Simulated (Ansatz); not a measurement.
`[F][GeH]1[NH]C[S]1`, relaxed with RKS PBE0-D4/def2-TZVP in Ansatz from a PBE-D4/def2-SVP geometry. The force threshold is 0.005 eV/Å; the program also tests the step.

The species carries charge 0 and has multiplicity 1.

Start:

```xyz
9

F     2.296   -1.019   -0.983
Ge    0.546   -0.845   -0.848
N     0.027   -0.281    0.812
C    -0.582    1.005    0.501
S    -0.268    1.176   -1.341
H     0.028   -2.157   -1.488
H    -0.261   -0.788    1.651
H    -1.681    1.044    0.674
H    -0.106    1.867    1.021
```

Problem. How much energy does the relaxation release, and in how many steps? (Estimate.)

Solution. The calculation gave: 1.24 kcal/mol, in 8 steps, 1 of them rejected.

Problem. Which bonds change most? (An estimate is asked.)

Solution. The calculation gave: Ge2–S5 from 2.234 to 2.200 Å; F1–Ge2 from 1.764 to 1.736 Å; C4–S5 from 1.876 to 1.849 Å; C4–H8 from 1.113 to 1.093 Å.

Problem. Give the relaxed structure. (Estimate.)

Solution. Ansatz gave: 
```xyz
9

F     2.264   -1.011   -0.997
Ge    0.546   -0.831   -0.829
N     0.071   -0.261    0.827
C    -0.571    1.002    0.495
S    -0.252    1.160   -1.319
H     0.015   -2.129   -1.449
H    -0.298   -0.790    1.601
H    -1.651    1.002    0.662
H    -0.124    1.857    1.010
```
